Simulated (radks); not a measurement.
Problem. The mean radii <r> (bohr) of the occupied orbitals of an atom or ion are listed with their occupations. All-electron calculation, scalar-relativistic Kohn-Sham, LDA (Slater exchange, Perdew-Wang correlation), spin-polarised, spherical densities, finite nucleus; Fermi nuclear charge, rms radius of each element as measured or else 0.836 A^(1/3) + 0.57 fm. Program: a radial shooting solver on a logarithmic mesh with Libxc functionals.

| orbital | occ. | <r> |
|---|---|---|
| 1s | 2 | 0.01716 |
| 2s | 2 | 0.07241 |
| 2p | 6 | 0.06524 |
| 3s | 2 | 0.1873 |
| 3p | 6 | 0.1882 |
| 3d | 10 | 0.1704 |
| 4s | 2 | 0.4151 |
| 4p | 6 | 0.4417 |
| 4d | 10 | 0.4673 |
| 5s | 2 | 0.9149 |
| 4f | 14 | 0.5074 |
| 5p | 6 | 1.019 |

Name the element and its charge. Open shells, if any, are filled with parallel spins first.

Solution. Z = 78, platinum, charge +10: Pt10+ in [Xe] 4f14. The 1s radius gives Z: for a bare nucleus <r> = (2 gamma + 1)/(2Z) with gamma = sqrt(1 - (Z/c)^2), 0.01695 bohr for Z = 78, and screening makes it slightly larger (0.01716 here). The occupations add up to 68, and the charge is Z minus that.
